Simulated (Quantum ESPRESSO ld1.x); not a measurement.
Species: Ca. Configuration: [Ar] 4s0.5 4p1.5 (fractional occupations, a model configuration). Method: scalar-relativistic Kohn-Sham, LDA (Slater exchange, Perdew-Zunger correlation), spin-polarised, spherical densities, point nucleus; open shells are filled with parallel spins first; computed with ld1.x of Quantum ESPRESSO 7.5.

X-ray form factor f0, the Fourier transform of the density (f0(0) = 20):

sin(theta)/lambda (1/angstrom)  f0 (electrons)
0.05                                    18.980
0.1                                     17.201
0.15                                    15.698
0.2                                     14.337
0.25                                    12.996
0.3                                     11.728
0.4                                      9.659
0.5                                      8.279
0.6                                      7.388
0.8                                      6.210
1                                        5.188
1.25                                     3.994
1.5                                      3.034
2                                        1.912
